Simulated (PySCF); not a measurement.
BBr₂, SMILES Br[B+]Br, charge +1.

Geometry: TPSSh-D3(BJ)/def2-TZVP.

Two levels are set side by side: PBE/def2-TZVPD (PySCF) and M06-2X/def2-TZVPD (PySCF). Same geometry, gas phase. Differences are taken from unrounded values.

```csv
quantity,M06-2X,PBE,PBE minus M06-2X
orbital gap (eV),9.37,5.28,-4.09
highest occupied level (eV),-16.67,-14.27,2.40
lowest empty level (eV),-7.29,-8.99,-1.70
mean polarisability (bohr³),47.9,49.6,1.6
```

Without exact exchange PBE keeps part of each electron's self-repulsion, which lifts occupied levels and narrows the gap. Loosely held outer electrons make PBE densities more polarisable. Differences between two approximate levels are no errors against the true value.

Rough cost on one machine, each run with all the roots and properties that it gave: M06-2X against PBE about 3 times.
